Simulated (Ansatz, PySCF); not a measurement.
Isomers of C6H14: 1 is CCC(C)(C)C, 2 is CCCC(C)C; one conformer of each (the lowest of an xTB search), B3LYP-D3(BJ)/def2-TZVP minima.
Isomer 1 (charge 0, multiplicity 1):
```xyz
20

C      2.1292    -0.2199     0.3438
C      1.0204     0.3985    -0.5045
C     -0.4299     0.0633    -0.0944
C     -1.3751     0.7785    -1.0683
C     -0.6823    -1.4474    -0.1765
C     -0.7193     0.5544     1.3296
H      3.1083     0.0818    -0.0328
H      2.0954    -1.3103     0.3251
H      2.0695     0.0980     1.3858
H      1.1313     1.4878    -0.4945
H      1.1567     0.0903    -1.5463
H     -1.2276     1.8605    -1.0340
H     -1.2020     0.4490    -2.0955
H     -2.4195     0.5742    -0.8218
H     -0.4596    -1.8280    -1.1763
H     -0.0702    -1.9993     0.5381
H     -1.7282    -1.6742     0.0421
H     -0.5241     1.6256     1.4219
H     -1.7659     0.3817     1.5898
H     -0.1072     0.0355     2.0686
```
Isomer 2 (charge 0, multiplicity 1):
```xyz
20

C      2.819    -0.226    -0.121
C      1.420    -0.446     0.448
C      0.355     0.376    -0.275
C     -1.058     0.275     0.312
C     -1.623    -1.143     0.227
C     -1.996     1.267    -0.378
H      3.566    -0.822     0.408
H      2.860    -0.504    -1.178
H      3.115     0.823    -0.045
H      1.413    -0.185     1.512
H      1.173    -1.509     0.393
H      0.661     1.427    -0.267
H      0.322     0.078    -1.330
H     -0.997     0.552     1.372
H     -2.637    -1.184     0.633
H     -1.669    -1.477    -0.813
H     -1.017    -1.860     0.782
H     -1.624     2.290    -0.293
H     -2.997     1.235     0.057
H     -2.088     1.034    -1.443
```

No zero-point or thermal terms.

Rows in 6-31G* carry no dispersion term and start afresh at each structure (6-31G* with six Cartesian d functions).

Run with Ansatz (an electronic-structure program) with Gaussian orbitals; PySCF for 6-31G* rows, the dispersion terms. 

### Question
One of these levels gives -0.69 kcal/mol for the electronic energy of isomer 2 less that of isomer 1. Name it.
A. SVWN5/def2-TZVPP
B. HF/6-31G*
C. B3LYP/6-31G*
D. PBE-D3(BJ)/def2-TZVPP

### Answer
C, B3LYP/6-31G*. The others give -1.09 (HF/6-31G*), 1.93 (SVWN5/def2-TZVPP), 0.78 (PBE-D3(BJ)/def2-TZVPP)
